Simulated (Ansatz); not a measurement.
C2H9BOSi. The species carries charge 0 and has multiplicity 1. The bonds changed during the relaxation, so this is another structure than the one it started from. Geometry: relaxed with PBE0-D4/def2-TZVP. It is one conformer, not always the lowest.

```xyz
14

B    -0.941   -0.866   -0.498
C    -0.690    0.349    0.334
C     0.078    0.360    1.613
O    -1.135    1.544   -0.050
Si    0.913   -0.538   -1.387
H    -0.694   -1.923    0.024
H    -1.677   -0.781   -1.444
H     0.537   -0.606    1.808
H    -0.617    0.585    2.430
H     0.856    1.133    1.614
H    -0.752    2.246    0.492
H     1.035   -1.639   -2.379
H     2.076   -0.629   -0.457
H     1.013    0.765   -2.102
```

Q: What is the dipole moment at PBE/def2-TZVPP? (Best estimate.)

A: Computed: 3.87 D, with components (0.96, 2.48, 2.81) D in this frame, pointing from negative to positive charge.

Q: And with r2SCAN, B3LYP, ωB97M-V? (An estimate is asked.)

A: Computed: r2SCAN 3.96 D, B3LYP 3.95 D, ωB97M-V 4.04 D.

Q: Give the Mulliken charges with PBE, r2SCAN, B3LYP in def2-TZVPP. (Estimate.)

A: The calculation gave: 
| atom | PBE | r2SCAN | B3LYP |
| --- | --- | --- | --- |
| B1 | -0.29 | -0.23 | -0.26 |
| C2 | 0.27 | 0.28 | 0.28 |
| C3 | -0.27 | -0.17 | -0.27 |
| O4 | -0.18 | -0.25 | -0.22 |
| Si5 | 0.10 | 0.19 | 0.16 |
| H6 | 0.02 | 0.00 | 0.01 |
| H7 | 0.02 | 0.00 | 0.02 |
| H8 | 0.11 | 0.07 | 0.11 |
| H9 | 0.12 | 0.09 | 0.13 |
| H10 | 0.09 | 0.06 | 0.09 |
| H11 | 0.19 | 0.21 | 0.19 |
| H12 | -0.05 | -0.07 | -0.06 |
| H13 | -0.07 | -0.09 | -0.09 |
| H14 | -0.06 | -0.08 | -0.08 |

B3LYP here is the variant with VWN-RPA as its local correlation; programs differ in this.
